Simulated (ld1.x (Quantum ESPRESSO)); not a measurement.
Results of a calculation; reference values are marked as such.
**Hardness and transferability of assorted potentials**

Generated with ld1.x 7.5 (TM, RRKJ, ultrasoft, PAW), atompaw 4.2 or ONCVPSP 4.0.1. The cutoff is in Ry: for ld1.x and atompaw files where the sum of valence levels is converged to 10 mRy in a Bessel basis, for ONCV files where the hardest occupied wave has 1 mHa per electron of residual kinetic energy. The error is the largest all-electron minus pseudo excitation energy over each file’s own four to seven test configurations (ionisations up to +4, promotions, holes and added fractions of an electron), all of which were solved. The labels leave out finer settings (local radius, basis sizes, second energies), which also bear on the numbers. Spin-polarised tests are not counted. The rows are a selection from randomly drawn settings: files with unsolved tests, undetermined cutoffs or missed reference levels are left out.

A true bound ghost makes a file unfit for plane-wave use even where its test errors are small: the radial tests pick states by their node count and pass the ghost by.

```csv
element,potential,cutoff (Ry),largest error (meV),bound ghosts
Be,"ultrasoft, PBE, fully relativistic, rc 0.75/2.65 (sp), local smoothed, core correction no, reference 1s2 2s0.5 2p0",110,+619,none
B,"RRKJ, LDA (PZ), scalar-relativistic, rc 1.65/2.80/2.85 (spd), local p, core correction yes, reference 2s2 2p1",30,+196,none
O,"TM, PBE, scalar-relativistic, rc 0.55/1.55/1.30 (spd), local s, core correction yes, reference 2s2 2p4",260,+2688,none
Al,"PAW, PBE, scalar-relativistic, rc 2.00/2.35 (sp), local smoothed, core correction yes, reference 3s2 3p0.5",8,-17,none
Mn,"PAW, LDA (PZ), scalar-relativistic, rc 1.35/1.40/2.00/1.95 (spdf), local smoothed, core correction yes, reference 3s2 3p6 3d5 4s1.5 4p0",45,-42,none
Mn,"PAW, PBEsol, scalar-relativistic, rc 2.30/1.75/1.85 (spd), local smoothed, core correction yes, reference 3p6 3d5.5 4s1.5 4p0",35,-81,s
Cu,"TM semilocal, LDA (PZ), scalar-relativistic, rc 1.45/1.05/1.15 (spd), local p, core correction yes, reference 3p6 3d9.5 4s0 4p0",180,-305,none
Pd,"TM semilocal, PBEsol, scalar-relativistic, rc 1.55/1.15/1.65 (spd), local s, core correction yes, reference 4s2 4p6 4d10 5s0",120,+1646,none
```

**Question.** Fill in the row for C: TM, PW91, scalar-relativistic, rc 1.20/1.30 (sp), local smoothed, core correction no, reference 2s2 2p1.

**Answer.** cutoff 50 Ry, largest error +218 meV, bound ghosts: none.
